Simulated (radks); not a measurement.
Values are calculated unless marked as measured or tabulated.
Species: a nucleus of charge 75.7 with 73 electrons. Configuration: [Xe] 4f14 5d5.

Level of theory: Dirac Kohn-Sham, LDA (Slater exchange, Perdew-Wang correlation), spin-unpolarised, spherical densities, point nucleus; open shells fill j = l - 1/2 first (a radial shooting solver on a logarithmic mesh with Libxc functionals).

Energy parts (eV):
total: -465311.74
kinetic: 527614.98
electron-nucleus: -1163876.26
Hartree: 179870.03
exchange-correlation: -8920.48

Orbitals (lengths in bohr, moments of r in powers of bohr; r(max) is where P^2 peaks; r(90%) holds 90 % of the orbital's charge):
| orbital | occ. | eigenvalue (eV) | r(90%) | r(max) |
|---|---|---|---|---|
| 1s1/2 | 2 | -73068.96 | 0.0325 | 0.01109 |
| 2s1/2 | 2 | -12722.17 | 0.117 | 0.06397 |
| 2p1/2 | 2 | -12182.02 | 0.103 | 0.04738 |
| 2p3/2 | 4 | -10680.20 | 0.113 | 0.05440 |
| 3s1/2 | 2 | -2975.333 | 0.286 | 0.1801 |
| 3p1/2 | 2 | -2733.606 | 0.278 | 0.1684 |
| 3p3/2 | 4 | -2406.584 | 0.299 | 0.1828 |
| 3d3/2 | 4 | -2000.409 | 0.271 | 0.1428 |
| 3d5/2 | 6 | -1929.476 | 0.278 | 0.1467 |
| 4s1/2 | 2 | -645.6063 | 0.624 | 0.4077 |
| 4p1/2 | 2 | -544.4160 | 0.638 | 0.4067 |
| 4p3/2 | 4 | -467.5116 | 0.687 | 0.4370 |
| 4d3/2 | 4 | -301.2419 | 0.728 | 0.4320 |
| 4d5/2 | 6 | -287.0079 | 0.745 | 0.4415 |
| 4f5/2 | 6 | -76.6446 | 0.914 | 0.4057 |
| 4f7/2 | 8 | -73.9241 | 0.929 | 0.4106 |
| 5s1/2 | 2 | -115.5777 | 1.45 | 0.9205 |
| 5p1/2 | 2 | -84.3766 | 1.61 | 0.9810 |
| 5p3/2 | 4 | -72.3136 | 1.75 | 1.063 |
| 5d3/2 | 4 | -31.4465 | 2.49 | 1.329 |
| 5d5/2 | 1 | -30.2650 | 2.56 | 1.368 |

The highest occupied level is 5d5/2 at -30.265 eV. The density falls to 0.001 e/bohr^3 at r = 3.47 bohr.
